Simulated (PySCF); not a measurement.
C2H5BO3, SMILES CB(O)C(=O)O.

Geometry optimised at B3LYP-D3(BJ)/def2-SVP. The structure was generated by enumeration, and PubChem lists no compound with its InChIKey, so it may never have been made. One conformer was computed; it need not be the lowest.

Two levels are set side by side: TDDFT-PBE/def2-SVPD (PySCF) and TDDFT-B3LYP/def2-SVPD (PySCF). Vertical, same geometry. The lowest singlet is HOMO→LUMO 100 % with PBE and HOMO→LUMO 99 % with the other functional; states are paired by order. Differences are taken from unrounded values.

| quantity | TDDFT-B3LYP |
|---|---|
| lowest singlet excitation (eV) | 4.50 |
| lowest triplet excitation (TDA) (eV) | 3.92 |
| first bright state (f over 0.05) (eV) | 7.56 |
| its oscillator strength | 0.09 |

What does TDDFT-PBE give, and how far is it from TDDFT-B3LYP? (An estimate is asked for; the answer gives what the named calculation found.)


| quantity | TDDFT-PBE | TDDFT-PBE minus TDDFT-B3LYP |
|---|---|---|
| lowest singlet excitation (eV) | 4.15 | -0.35 |
| lowest triplet excitation (TDA) (eV) | 3.60 | -0.32 |
| first bright state (f over 0.05) (eV) | 6.75 | -0.81 |
| its oscillator strength | 0.06 | -0.03 |

A lower first singlet is the usual sign of a functional without exact exchange. Differences between two approximate levels are no errors against the true value.

Rough cost on one machine, each run with all the roots and properties that it gave: TDDFT-B3LYP against TDDFT-PBE about 3 times.
